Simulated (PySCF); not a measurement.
Coordinates in bohr (charge 0 multiplicity 5):
```
Ru    0.0000    0.0000   -0.0095
O     3.5675   -0.3580   -0.0489
O    -3.5675    0.3580   -0.0489
H     4.5511   -1.3462    1.1063
H    -4.5511    1.3462    1.1063
```

Level of theory: UPBE0 in PySCF with Ru def2-TZVP with ECP28, O def2-TZVP, H def2-TZVP; scalar-relativistic core potentials, no spin–orbit coupling; density-fitted integrals.

This geometry of Ru(OH)₂ is a stationary point at this level.

**Question.** What is the point group?

**Answer.** C2.

**Question.** Is it a minimum?

**Answer.** Yes: all harmonic wavenumbers are real.

**Question.** List the harmonic modes with their infrared intensities.

**Answer.** 
| symmetry | ω (cm⁻¹) | IR (km/mol) |
| --- | --- | --- |
| a | 124 | 0.4 |
| b | 133 | 12.7 |
| a | 223 | 71.9 |
| b | 546 | 285 |
| a | 583 | 37.6 |
| a | 646 | 3.0 |
| b | 679 | 261 |
| b | 3908 | 189 |
| a | 3909 | 29.5 |

**Question.** Give the atomic charges and bond orders.

**Answer.** 
| atom | Mulliken | Löwdin | polar tensor | spin (Mulliken) | Mayer order to Ru1 |
| --- | --- | --- | --- | --- | --- |
| Ru1 | 0.83 | 0.53 | 1.20 | 3.61 | – |
| O2,3 | -0.75 | -0.42 | -0.90 | 0.19 | 0.90 |
| H4,5 | 0.33 | 0.15 | 0.30 | 0.01 | 0.01 |
Other Mayer orders above 0.3: O–H 0.88 (×2).

In C2 the vibrations span 5a + 4b.

This need not be the most stable arrangement of these atoms. With open d or f shells other occupations or spin states may lie lower.
